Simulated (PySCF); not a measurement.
ReO2F3, SMILES [O]=[Re](=[O])([F])([F])[F], multiplicity 1.

Geometry optimised at B3LYP-D3(BJ)/def2-SVP. The multiplicity is an assumed one; other spin states were not compared. The def2 effective core potentials stand for the cores of Re; spin–orbit coupling is left out.

The numbers are results of PySCF with TDA-B3LYP/def2-SVPD, not measurements.

Vertical excitations.  State labels are in the subgroup C2v.

Computed UV-visible absorptions:
```csv
state,symmetry,energy (eV),λ (nm),f,main pairs
S1,A2,4.20,295,0.000,HOMO→LUMO 99 %
S2,B1,4.40,282,0.001,HOMO→LUMO+1 93 %
S3,B2,4.85,256,0.001,"HOMO−2→LUMO 82 %, HOMO−1→LUMO+1 17 %"
S4,A1,4.96,250,0.000,"HOMO−1→LUMO 66 %, HOMO−2→LUMO+1 32 %"
S5,B1,5.01,247,0.009,HOMO−3→LUMO 92 %
S6,A2,5.23,237,0.000,HOMO−3→LUMO+1 95 %
S7,B2,5.28,235,0.007,"HOMO−1→LUMO+1 73 %, HOMO→LUMO+2 12 %, HOMO−2→LUMO 11 %"
S8,A2,5.69,218,0.000,HOMO−5→LUMO 97 %
S9,A1,5.88,211,0.020,HOMO−4→LUMO 87 %
S10,B2,5.93,209,0.002,HOMO−4→LUMO+1 87 %
T1,A1,3.84,323,0,"HOMO−1→LUMO 54 %, HOMO−2→LUMO+1 35 %"
T2,A2,3.91,317,0,HOMO→LUMO 95 %
T3,B2,3.91,317,0,"HOMO−2→LUMO 52 %, HOMO−1→LUMO+1 36 %, HOMO−4→LUMO+1 8 %"
T4,B1,3.97,312,0,HOMO→LUMO+1 91 %
```
Triplets are in the Tamm–Dancoff approximation.
